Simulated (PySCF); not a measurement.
Compound: C3H5F2PSi.
Atom-mapped SMILES: `[F:1][C:2]1=[C:3]([Si@@H:4]([F:5])[PH2:6])[CH2:7]1` (hydrogens: H8 on Si4; H9, H10 on P6; H11, H12 on C7)

Cartesian coordinates in Å at the PBE0-D3(BJ)/def2-SVP level; atoms count from 1:
```
atom  x, y, z in Å
F1    -1.5530   -2.4608    0.0236
C2    -1.4416   -1.1666    0.1181
C3    -0.6728   -0.1312   -0.0225
Si4    0.8573    0.8080   -0.3945
F5     0.6836    2.2994    0.2319
P6     2.5707   -0.2101    0.6502
C7    -2.1705    0.0478    0.4292
H8     1.0320    0.9844   -1.8628
H9     2.4154   -1.3666   -0.1781
H10    3.5681    0.3696   -0.1940
H11   -2.8922    0.4671   -0.2889
H12   -2.3697    0.3284    1.4747
```

Jobs on this species (12 atoms, 70 electrons) with PySCF (density fitting). Hardware of each: Arm Neoverse V1, one thread, no GPU (shared host). The host was shared with other jobs, so the times are rough. Peak memory is the resident size of the whole Python process, interpreter and libraries included.

| level and settings | work | basis functions | SCF cycles | wall time | peak memory |
| --- | --- | --- | --- | --- | --- |
| delta-SCF UKS PBE0, pcX-2 on the ionised atom, pcseg-1 elsewhere, spin-free X2C | ΔSCF core ionisation, 9 holes | 173 | ? | ? | ? |
| delta-SCF UKS PBE, pcX-2 on the ionised atom, pcseg-1 elsewhere, spin-free X2C | ΔSCF core ionisation, 9 holes | 173 | ? | ? | ? |
| delta-SCF UKS SCAN, pcX-1 on the ionised atom, pcseg-1 elsewhere, spin-free X2C | ΔSCF core ionisation, 9 holes | 153 | 157 | 50 s | 0.51 GiB |
| delta-SCF UKS SCAN, pcX-2 on the ionised atom, pcseg-1 elsewhere, spin-free X2C | ΔSCF core ionisation, 9 holes | 173 | 157 | 58 s | 0.66 GiB |
| delta-SCF UKS SCAN, pcX-2 on the ionised atom, pcseg-1 elsewhere, non-relativistic | ΔSCF core ionisation, 9 holes | 173 | 157 | 57 s | 0.68 GiB |
| delta-SCF UKS SCAN, def2-TZVP on the ionised atom, pcseg-1 elsewhere, spin-free X2C | ΔSCF core ionisation, 9 holes | 150 | 154 | 55 s | 0.53 GiB |
| PBE0-D3(BJ)/def2-SVP, grid level 1 | geometry optimisation from a GFN2-xTB start shaken at random | 131 | 73 | 76 s | 0.55 GiB |
| delta-SCF UKS HF, pcX-2 on the ionised atom, pcseg-1 elsewhere, spin-free X2C | ΔSCF core ionisation, 9 holes | 173 | 165 | 67 s | 0.68 GiB |
| delta-SCF UKS B3LYP, pcX-2 on the ionised atom, pcseg-1 elsewhere, spin-free X2C | ΔSCF core ionisation, 9 holes | 173 | 136 | 84 s | 0.75 GiB |

Question: Fill in the missing figures.

Answer: 
- delta-SCF UKS PBE0, pcX-2 on the ionised atom, pcseg-1 elsewhere, spin-free X2C; ΔSCF core ionisation, 9 holes: 84 s, 0.75 GiB, 137 SCF cycles
- delta-SCF UKS PBE, pcX-2 on the ionised atom, pcseg-1 elsewhere, spin-free X2C; ΔSCF core ionisation, 9 holes: 37 s, 0.62 GiB, 150 SCF cycles

Question: What do all jobs in the table cost together?

Answer: About 9.5 min; the longest takes about 15 % of that, and about 2.3 times as long as the shortest.
